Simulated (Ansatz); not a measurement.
C$_{2}$H$_{8}$GeO$_{3}$, singlet, geometry from GFN2-xTB, atoms displaced at random by about 0.03 Å a coordinate; HF/STO-3G, gradient in Ansatz (a program for electronic structure).

Here is a job for Ansatz.
Ansatz 0.2 input:
```yaml
crystal:
  periodic: [false, false, false]
  atoms:
    - {symbol: C, position_ang: [-2.49129384, 0.35302577, 0.62098403]}
    - {symbol: C, position_ang: [-1.30850575, -0.31377776, 1.08841931]}
    - {symbol: Ge, position_ang: [0.33890891, -0.08204801, -0.05315715]}
    - {symbol: O, position_ang: [0.92653732, 1.60783191, -0.09719379]}
    - {symbol: O, position_ang: [1.65391133, -1.04395703, 0.46732863]}
    - {symbol: O, position_ang: [-0.01887649, -0.43662294, -1.71256986]}
    - {symbol: H, position_ang: [-2.32869839, 1.49490878, 0.51204330]}
    - {symbol: H, position_ang: [-2.79938462, 0.04102491, -0.39194787]}
    - {symbol: H, position_ang: [-3.36519386, 0.17078213, 1.27719035]}
    - {symbol: H, position_ang: [-0.98681627, 0.04205228, 2.05548754]}
    - {symbol: H, position_ang: [-1.44277655, -1.41343712, 1.23498034]}
    - {symbol: H, position_ang: [0.61464056, 2.10279269, -0.85246921]}
    - {symbol: H, position_ang: [2.30018568, -0.60359908, 0.93482306]}
    - {symbol: H, position_ang: [0.27165277, -1.38545112, -1.93400822]}
basis:
  gaussian:
    orbitals: STO-3G
hamiltonian:
  xc: hf
output: {forces: true}
```

It wrote (shortened):

```
Functional definition: HF
660 factors; integrals over basis functions are off by at most 4.1e-5 eV
mean field evaluation 1: about -64018.4321 eV, gradient 3.2e1 eV
mean field evaluation 2: about -64018.6286 eV, gradient 3.2e1 eV
mean field evaluation 4: about -64022.4331 eV, gradient 1.8e0 eV
mean field evaluation 8: about -64022.4459 eV, gradient 3.4e-2 eV
mean field -64022.44593489 eV, -2352.7814921348 hartree, gradient 7.4e-5 eV, S^2 0.000000; 0 other end points of the search recorded, 0 dependent functions left out
the calculation of the forces begins
reference -64022.44593489 eV, -2352.7814921348 hartree; 38, 38 occupied and 13, 13 virtual orbitals, 660 factors
Total energy: -64022.44593489 eV, -2352.7814921348 hartree
Atom 0 at    -2.491294     0.353026     0.620984 Å, force    -4.391380     4.437624    -2.325438 eV/Å
Atom 1 at    -1.308506    -0.313778     1.088419 Å, force     6.086069    -3.438223     0.733284 eV/Å
Atom 2 at     0.338909    -0.082048    -0.053157 Å, force    -0.692172     1.705649     0.061276 eV/Å
Atom 3 at     0.926537     1.607832    -0.097194 Å, force     0.360729    -2.388682     2.201332 eV/Å
Atom 4 at     1.653911    -1.043957     0.467329 Å, force    -4.120478    -2.735260    -2.834581 eV/Å
Atom 5 at    -0.018876    -0.436623    -1.712570 Å, force     0.637969    -1.957715    -0.243834 eV/Å
Atom 6 at    -2.328698     1.494909     0.512043 Å, force    -0.501431    -2.663109     0.667386 eV/Å
Atom 7 at    -2.799385     0.041025    -0.391948 Å, force     0.282349    -0.115766     0.662989 eV/Å
Atom 8 at    -3.365194     0.170782     1.277190 Å, force     0.686364     0.418460    -0.420334 eV/Å
Atom 9 at    -0.986816     0.042052     2.055488 Å, force    -0.367043     0.265058     0.399957 eV/Å
Atom 10 at    -1.442777    -1.413437     1.234980 Å, force    -0.173467     1.343342    -0.378085 eV/Å
Atom 11 at     0.614641     2.102793    -0.852469 Å, force    -0.883734     0.477377    -1.649201 eV/Å
Atom 12 at     2.300186    -0.603599     0.934823 Å, force     3.604844     2.815294     2.645098 eV/Å
Atom 13 at     0.271653    -1.385451    -1.934008 Å, force    -0.528619     1.835950     0.480151 eV/Å
Dipole moment:    -0.054721    -0.072669     0.105763 e Å
```
